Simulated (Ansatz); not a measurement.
Species: InF, net charge 0, singlet state. 
Structure (B3LYP-D3(BJ)/def2-TZVP (Ansatz, a program for electronic structure) minimum search):
```
F
In 1 2.0109
```
Charge 0, spin multiplicity 1.

Property: vertical ionisation energy (to the doublet state of charge +1; each state is the SCF solution reached for its spin), in eV. Correlated levels leave the core frozen unless marked. Open shells are spin-unrestricted. No spin-orbit coupling. The frozen core is the preceding noble-gas configuration, with the filled d and f shells of earlier blocks. In def2 rows, elements after Kr have scalar-relativistic effective core potentials. Basis-set limits of correlation are two-point, X^-3; Hartree-Fock from the larger set.

```csv
level,program,vertical ionisation energy (eV)
SVWN5/def2-TZVPD,Ansatz,10.39
```

Question: Estimate the value at CCSD(T)/CBS(def2-TZVPPD,def2-QZVPPD) as computed with Ansatz.

Answer: 9.78 eV, so SVWN5/def2-TZVPD differs from it by 0.61 eV.
